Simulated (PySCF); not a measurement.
## Computed properties of Cl2FHNTa, SMILES [NH]=[Ta]([F])([Cl])[Cl], multiplicity 1

Cl₂FHNTa, SMILES [Ta]([Cl])([Cl])([F])=[NH], multiplicity 1. Coordinates come from a B3LYP-D3(BJ)/def2-SVP optimisation. The spin state was assumed, not searched. The structure was generated by enumeration; whether it is a known compound was not checked. The def2 effective core potentials stand for the cores of Ta; spin–orbit coupling is left out. One conformer was computed; it need not be the lowest. All values are computed for the isolated molecule unless a solvent is named; none is compared with measurement here.

**Structure.** The optimised structure has Cs symmetry. All 12 harmonic modes at B3LYP-D3(BJ)/def2-SVP (PySCF) are real, so it is a minimum. With heavy atoms numbered as in [Ta:1](=[NH:2])([F:4])([Cl:5])[Cl:6], the shortest bond between them is Ta1–N2 at 1.758 Å and the longest Ta1–Cl6 at 2.319 Å.

**Vibrations.** The strongest infrared lines (harmonic, unscaled, degenerate partners summed) lie at 3649 cm⁻¹ (209 km/mol, H 92 %), 592 cm⁻¹ (167 km/mol, H 81 %, N 18 %), 554 cm⁻¹ (162 km/mol, H 81 %, N 18 %). The softest mode is at 100 cm⁻¹ and the zero-point energy is 11.6 kcal/mol.

**Electronic structure.** CAM-B3LYP/def2-TZVP (PySCF) places the frontier levels at -9.93 and -1.16 eV, a gap of 8.77 eV, and gives a dipole moment of 1.02 D and a mean polarisability of 67.4 bohr³. PBE/def2-TZVP (PySCF) at the same geometry gives -7.24 and -3.00 eV, so its gap is 4.53 eV narrower. An orbital gap is neither the optical nor the fundamental gap.

**Excitations.** TDDFT-M06-2X/def2-SVPD (PySCF) has S1 at 4.77 eV (260 nm, f = 0.002, dark); the most intense of the 10 singlets computed lies at 6.20 eV (f = 0.01). T1 (TDA) is at 4.54 eV. TDDFT-PBE/def2-SVPD (PySCF) puts S1 at 4.30 eV. No vertical singlet excitation falls in the visible range (under 3.1 eV).
